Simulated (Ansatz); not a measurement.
A made-up structure of BSiH4Se (charge +1), singlet:

```xyz
7
angstrom
B 1.4097 -0.4804 -0.1592
Se -0.5888 -1.1333 -0.6789
Si -1.4958 0.4414 0.1306
H -2.9101 0.4166 0.0062
H -0.7120 1.4476 0.7547
H 1.5782 0.5069 0.4059
H 2.3109 -1.1314 -0.4534
```

It is relaxed with PBE-D4/def2-SVP and then PBE0-D4/def2-TZVP (Ansatz 0.2.0). Atoms count as bonded within 1.22 times the sum of their covalent radii (H–H: 0.88 Å). The end point is not checked to be a true minimum.

(1) Does its bonding change? (Judge from chemistry; the calculation decides.)

Answers

(1) By the calculation: No: no bond forms or breaks.

Where it ends: The first stage lowers the energy by 0.88 eV in 5 steps. It ends as BSiH₄Se ([BH2][Se][SiH2]), total charge +1:
```
7
angstrom
B 1.4074 -0.5121 -0.1774
Se -0.3794 -1.2096 -0.7058
Si -1.4835 0.4518 0.1374
H -2.9537 0.4702 0.0333
H -0.7831 1.5596 0.8114
H 1.4776 0.5183 0.4049
H 2.3067 -1.2110 -0.4978
```

Labels in which every atom is bracketed show which atoms are joined, not bond orders.

For scale, one of the runs: PBE0-D4/def2-TZVP relaxation, 140 basis functions, launched by `ansatz run in.yaml --threads 2 --pin off --events-out ev --progress --plain --max-ram 4352MiB`. Hardware: 2 CPU threads of an Arm Neoverse V1, shared host. Wall time about 18 s.
